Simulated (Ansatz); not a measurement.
Ansatz (an electronic-structure program) input (RI-MP2/def2-TZVPPD):
A basis named .json is the Basis Set Exchange file of that set.

Ansatz 0.2 input:
```yaml
crystal:
  periodic: [false, false, false]
  atoms:
    - {symbol: Cl, position_ang: [-1.23653415, -1.64047020, -0.57685171]}
    - {symbol: Ge, position_ang: [0.00000000, 0.00000000, 0.00000000]}
    - {symbol: Cl, position_ang: [1.84188418, -0.08564042, -1.07379956]}
    - {symbol: Cl, position_ang: [-0.99757708, 1.83319716, -0.44401040]}
    - {symbol: Cl, position_ang: [0.39222706, -0.10708654, 2.09466167]}
basis:
  gaussian:
    orbitals: def2-TZVPPD.json
    fitting: {mean_field: def2-universal-jkfit, correlation: def2-TZVPPD-RIFIT.json}
magnetization: {spin_polarized: true, initial_magnetization: 2}
correlation: {method: mp2, electrons: outside_noble_gas}
```

Output:

```
Functional definition: HF
integrals: 0.42 GiB planned
778 factors; integrals over basis functions are off by at most 1.4e0 eV
731 factors; integrals over basis functions are off by at most 1.3e2 eV
1.31 GiB of device memory are held for the factors and their scratch space
mean field: 1.84 GiB planned
mean field evaluation 1: about -106485.7953 eV, gradient 1.4e1 eV
mean field evaluation 2: about -106486.7122 eV, gradient 9.9e0 eV
mean field evaluation 4: about -106487.2829 eV, gradient 1.8e0 eV
mean field evaluation 8: about -106487.6724 eV, gradient 6.5e-1 eV
mean field evaluation 16: about -106487.7245 eV, gradient 8.0e-3 eV
mean field evaluation 32: about -106488.3124 eV, gradient 2.8e-4 eV
mean field evaluation 64: about -106484.1268 eV, gradient 1.6e1 eV
mean field evaluation 96: about -106488.1962 eV, gradient 2.8e0 eV
mean field evaluation 128: about -106488.3124 eV, gradient 1.3e-2 eV
mean field evaluation 160: about -106487.1385 eV, gradient 9.7e0 eV
mean field evaluation 192: about -106487.7206 eV, gradient 3.0e-1 eV
mean field -106488.31242747 eV, -3913.3733013391 hartree, gradient 3.0e-10 eV, S^2 2.022181; 20 other end points of the search recorded, 0 dependent functions left out
34 core orbitals not correlated
reference -106488.31242747 eV, -3913.3733013391 hartree; 17, 15 occupied and 207, 209 virtual orbitals, 731 factors
second order -23.06818419 eV of doubles, -0.00000000 eV of singles
Total energy: -106511.38061166 eV, -3914.2210414718 hartree
```

This state (charge 0, triplet) is run at the relaxed geometry of the species with charge 0 and multiplicity 1, and is a spin state other than that species' own.
